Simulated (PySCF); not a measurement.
# Stretching SiSb

Set-up: PySCF, scalar-relativistic core potentials, basis sets Si def2-SVPD, Sb def2-SVPD with ECP28. Energies in eV from Si + Sb in their ground configurations at the same level. State: ²Π (doublet), unpaired electrons π ↑.

All columns are PBE0. A positive dipole means Si(−)Sb(+).

```json
{"R (Å)": "2.053", "E (eV)": "-1.456", "μ (D)": "0.67", "Mulliken charge on Si (basis-dependent)": "-0.19", "HOMO (eV)": "-6.29", "LUMO (eV)": "-4.92", "Mayer bond order": "2.48", "⟨S²⟩": "0.75"}
{"R (Å)": "2.148", "E (eV)": "-2.183", "μ (D)": "0.52", "Mulliken charge on Si (basis-dependent)": "-0.15", "HOMO (eV)": "-6.36", "LUMO (eV)": "-4.72", "Mayer bond order": "2.45", "⟨S²⟩": "0.75"}
{"R (Å)": "2.244", "E (eV)": "-2.583", "μ (D)": "0.36", "Mulliken charge on Si (basis-dependent)": "-0.12", "HOMO (eV)": "-6.36", "LUMO (eV)": "-4.54", "Mayer bond order": "2.43", "⟨S²⟩": "0.75"}
{"R (Å)": "2.315", "E (eV)": "-2.725", "μ (D)": "0.23", "Mulliken charge on Si (basis-dependent)": "-0.10", "HOMO (eV)": "-6.22", "LUMO (eV)": "-4.41", "Mayer bond order": "2.41", "⟨S²⟩": "0.75"}
{"R (Å)": "2.387", "E (eV)": "-2.765", "μ (D)": "0.10", "Mulliken charge on Si (basis-dependent)": "-0.08", "HOMO (eV)": "-6.08", "LUMO (eV)": "-4.30", "Mayer bond order": "2.40", "⟨S²⟩": "0.76"}
{"R (Å)": "2.459", "E (eV)": "-2.727", "μ (D)": "-0.03", "Mulliken charge on Si (basis-dependent)": "-0.07", "HOMO (eV)": "-5.96", "LUMO (eV)": "-4.19", "Mayer bond order": "2.38", "⟨S²⟩": "0.77"}
{"R (Å)": "2.554", "E (eV)": "-2.591", "μ (D)": "-0.18", "Mulliken charge on Si (basis-dependent)": "-0.05", "HOMO (eV)": "-5.83", "LUMO (eV)": "-4.07", "Mayer bond order": "2.28", "⟨S²⟩": "0.84"}
{"R (Å)": "2.673", "E (eV)": "-2.352", "μ (D)": "-0.28", "Mulliken charge on Si (basis-dependent)": "-0.03", "HOMO (eV)": "-5.76", "LUMO (eV)": "-3.93", "Mayer bond order": "2.01", "⟨S²⟩": "1.07"}
{"R (Å)": "2.817", "E (eV)": "-2.032", "μ (D)": "-0.40", "Mulliken charge on Si (basis-dependent)": "-0.02", "HOMO (eV)": "-5.72", "LUMO (eV)": "-3.81", "Mayer bond order": "1.71", "⟨S²⟩": "1.31"}
{"R (Å)": "3.008", "E (eV)": "-1.608", "μ (D)": "-0.59", "Mulliken charge on Si (basis-dependent)": "0.01", "HOMO (eV)": "-5.73", "LUMO (eV)": "-3.69", "Mayer bond order": "1.40", "⟨S²⟩": "1.53"}
```

A fit through these points gives, at Re = 2.384 Å, μ = 0.11 D and dμ/dR = -1.85 D/Å; the reduced mass is 22.72 u.

Problem. How strong is the fundamental in the double-harmonic approximation, I = 42.26·(dμ/dR)²/μred km/mol?

Solution. I = 42.26·(-1.85)²/22.72 = 6.37 km/mol at PBE0.

⟨S²⟩ of the unrestricted solution departs from its pure value on part of the curve, where spin states mix. These are scalar-relativistic numbers at best; spin–orbit coupling would shift them, the dissociation energy most. The state is the lowest determinant that a PBE0 search found; another state may lie lower at other levels.
